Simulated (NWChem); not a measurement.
CAuO, doublet; SMILES [O+]#[C-]->[Au]

```xyz
3

Au    -0.0092    -0.3844     0.0000
O     -0.1898     2.5946     0.0000
C      0.3747     1.6017     0.0000
```
Atoms are numbered in this order, from 1.

In the optimisation the excess spin sits in a' (Cs, its own frame). Structure relaxed at the PBE0/def2-SVP, spin-unrestricted level. The spin multiplicity was typed, not searched, and may not be the lowest. No stability test was run on the SCF state. def2 effective core potentials on Au; no spin-orbit coupling.

Symmetry labels are those of Cs in the frame above (b1 and b2, or b-type labels, depend on it).

List the 6 lowest vertical excitations from LDA (Slater exchange, VWN5)/def2-SVP with def2 effective core potentials on Au, spin-unrestricted, TDA (NWChem).


```tsv
state	energy (eV)	oscillator strength	symmetry of the excitation	<S²>
state 1	2.42	0.003	a"	0.75
state 2	2.87	0.008	a'	0.75
state 3	3.13	0.002	a'	0.75
state 4	3.13	0.000	a"	0.75
state 5	3.32	0.109	a'	0.76
state 6	3.75	0.010	a'	0.76
```
